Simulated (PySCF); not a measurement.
A run for PySCF: D3(BJ) and D4 dispersion corrections on H4N2Sn (SMILES [NH2][Sn][NH2]), a point of a torsion scan.

```python
from pyscf import gto
from pyscf.dispersion import dftd3, dftd4

mol = gto.M(
    atom='''
    N     1.62193715   -0.13654790   -0.07210115
    Sn    0.28428088    0.39230706    1.43726233
    N    -1.29336430   -0.71252784    0.73349126
    H     2.04267019    0.55728669   -0.67629537
    H     1.34991702   -0.89761710   -0.68339518
    H    -1.31194089   -1.27475979   -0.10529167
    H    -2.16466437   -0.86973565    1.21928827
    ''',
    basis='def2-svp',
    charge=0, spin=0, verbose=0, max_memory=1800)
d3, d4 = {}, {}
for xc in ['hf', 'pbe', 'blyp', 'revpbe', 'tpss', 'r2scan', 'b3lyp', 'pbe0', 'bhlyp', 'camb3lyp', 'b2plyp']:
    d3[xc] = float(dftd3.DFTD3Dispersion(mol, xc=xc, version='d3bj', atm=False).get_dispersion()['energy'])
    print(f'D3(BJ) {xc:10s} {d3[xc]:14.8f} Eh')
for xc in ['hf', 'pbe', 'blyp', 'revpbe', 'tpss', 'r2scan', 'b3lyp', 'pbe0', 'bhlyp', 'camb3lyp', 'b2plyp']:
    d4[xc] = float(dftd4.DFTD4Dispersion(mol, xc={'camb3lyp': 'cam-b3lyp'}.get(xc, xc), atm=True).get_dispersion()['energy'])
    print(f'D4     {xc:10s} {d4[xc]:14.8f} Eh')
```

Output:

```
D3(BJ) hf            -0.03952056 Eh
D3(BJ) pbe           -0.00462115 Eh
D3(BJ) blyp          -0.01049017 Eh
D3(BJ) revpbe        -0.01142521 Eh
D3(BJ) tpss          -0.00596792 Eh
D3(BJ) r2scan        -0.00122872 Eh
D3(BJ) b3lyp         -0.00868817 Eh
D3(BJ) pbe0          -0.00412101 Eh
D3(BJ) bhlyp         -0.00731722 Eh
D3(BJ) camb3lyp      -0.00395881 Eh
D3(BJ) b2plyp        -0.00429991 Eh
D4     hf            -0.01631325 Eh
D4     pbe           -0.00463027 Eh
D4     blyp          -0.01021229 Eh
D4     revpbe        -0.01328554 Eh
D4     tpss          -0.00622809 Eh
D4     r2scan        -0.00102335 Eh
D4     b3lyp         -0.00759850 Eh
D4     pbe0          -0.00388088 Eh
D4     bhlyp         -0.00628162 Eh
D4     camb3lyp      -0.00396913 Eh
D4     b2plyp        -0.00318231 Eh
```

The run finished.

Cost: around 0.03 core-seconds (rough).
